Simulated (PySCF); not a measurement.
CH₉FOSi₃, SMILES O([SiH2]F)[SiH2][SiH2]C. Atoms are numbered in the order given.

```xyz
15

C      3.2563     1.1630    -0.3018
Si     1.5633     0.4084    -0.6640
Si     0.2629     0.4241     1.2967
O     -1.2528    -0.2482     1.0308
Si    -2.2298    -0.8361    -0.1468
F     -1.3594    -0.9398    -1.5193
H      3.1619     2.2038     0.0465
H      3.8823     1.1663    -1.2083
H      3.7893     0.5909     0.4740
H      0.8595     1.1960    -1.7234
H      1.7128    -1.0010    -1.1421
H      0.9295    -0.3550     2.3857
H      0.0761     1.8221     1.7974
H     -2.6847    -2.2024     0.2066
H     -3.3567     0.0948    -0.4016
```

The structure is a stationary point at r2SCAN-D4/def2-SVP. This is a generated structure with no PubChem entry under its InChIKey; it may be hypothetical. One conformer was computed; it need not be the lowest.

Level of theory: PBE/pcSseg-1 (PySCF).

GIAO shieldings, no solvent; atoms alike by connectivity are averaged. δ = σ(ref) − σ: ¹³C against TMS (σ = 182.0 ppm); ²⁹Si against TMS (σ = 335.4 ppm); ¹⁷O against H2O (σ = 334.3 ppm); ¹⁹F against CFCl3 (σ = 133.6 ppm); ¹H against TMS (σ = 31.49 ppm), references at their B3LYP-D3(BJ)/def2-TZVP geometries, non-relativistic.

```
atoms       nucleus  count  δ (ppm)
----------  -------  -----  -------
C1              ¹³C      1        …
Si3            ²⁹Si      1    -18.5
Si5            ²⁹Si      1        …
Si2            ²⁹Si      1    -70.3
O4              ¹⁷O      1     54.8
F6              ¹⁹F      1        …
H12, H13         ¹H      2     5.94
H14, H15         ¹H      2        …
H10, H11         ¹H      2     4.40
H7, H8, H9       ¹H      3        …
```

Task: Fill in the missing entries. (The exact figures need the calculation; the answer reports its results.)

Result: 
- C1, δ (ppm): -9.8
- Si5, δ (ppm): -22.0
- H14, H15, δ (ppm): 5.54
- H7, H8, H9, δ (ppm): 0.38
- F6, δ (ppm): -194.3
